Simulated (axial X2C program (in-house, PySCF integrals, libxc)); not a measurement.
**Excited states of BaH⁺ by EOM-EE-CCSD**

Computed with an in-house all-electron X2C program for linear molecules (integrals from PySCF): two-component X2C with atomic mean-field Coulomb and Gaunt terms, Gaussian nuclei, basis Ba dyall-acv3z, H dyall-av3z with contracted cores.

R = 2.119 Å (near the PBE0 minimum at charge 1 of the determinant lowest at the starting distance; the state shown can have its own minimum elsewhere).

Vertical excitation energies from the closed-shell determinant state of BaH⁺:

| Ω | excitation (eV) | cm⁻¹ | hole of the leading pair | particle of the leading pair | weight of the pair (for Ω = 0 its time-reversed partner can hold as much again) | singles weight |
| --- | --- | --- | --- | --- | --- | --- |
| 0⁻ | 3.243 | 26156 | 57% H sσ, 24% Ba dσ, 9% Ba sσ | 59% Ba sσ, 24% Ba dσ, 13% H sσ | 0.46 | 0.93 |
| 1 | 3.244 | 26161 | 57% H sσ, 24% Ba dσ, 9% Ba sσ | 59% Ba sσ, 24% Ba dσ, 13% H sσ | 0.93 | 0.93 |
| 0⁺ | 3.357 | 27076 | 57% H sσ, 24% Ba dσ, 10% Ba sσ | 56% Ba sσ, 28% Ba dσ, 11% H sσ | 0.46 | 0.92 |
| 0⁻ | 3.616 | 29163 | 57% H sσ, 24% Ba dσ, 9% Ba sσ | 85% Ba dπ, 10% H pπ | 0.46 | 0.93 |
| 0⁺ | 3.618 | 29184 | 57% H sσ, 24% Ba dσ, 9% Ba sσ | 84% Ba dπ, 10% H pπ | 0.46 | 0.93 |
| 1 | 3.710 | 29926 | 57% H sσ, 24% Ba dσ, 9% Ba sσ | 86% Ba dπ, 10% H pπ | 0.70 | 0.93 |
| 2 | 3.876 | 31263 | 57% H sσ, 24% Ba dσ, 9% Ba sσ | 74% Ba dπ, 14% Ba dδ, 9% H pπ | 0.92 | 0.93 |
| 1 | 3.942 | 31795 | 57% H sσ, 24% Ba dσ, 10% Ba sσ | 99% Ba dδ | 0.91 | 0.92 |
| 2 | 3.973 | 32041 | 57% H sσ, 24% Ba dσ, 10% Ba sσ | 85% Ba dδ, 13% Ba dπ | 0.89 | 0.92 |
| 3 | 4.042 | 32605 | 57% H sσ, 24% Ba dσ, 10% Ba sσ | 99% Ba dδ | 0.92 | 0.92 |
| 2 | 4.063 | 32767 | 57% H sσ, 24% Ba dσ, 10% Ba sσ | 99% Ba dδ | 0.88 | 0.92 |

This point took 27 s on 1 thread of Arm Neoverse N1, on a shared host.

Reference electrons by ω block (each with its −ω partner): 1/2: 18, 3/2: 8, 5/2: 2. 10 electrons of BaH⁺ correlated (inner shells frozen), 88 natural virtual spinors (a truncated set); levels can be off by some tenths of an eV. Roots sought by Ω: (0: 5, 1: 4, 2: 3, 3: 1); rows need 60 % singles weight and stop where some Ω has no more roots. Missing are any skipped roots, higher Ω and states of a further excitation; these come out far too high here and may in truth be low or lowest. T1 of the reference 0.013 (Lee–Taylor). Number of frozen shells: Ba 4 s, 3 p, 2 d; H none.
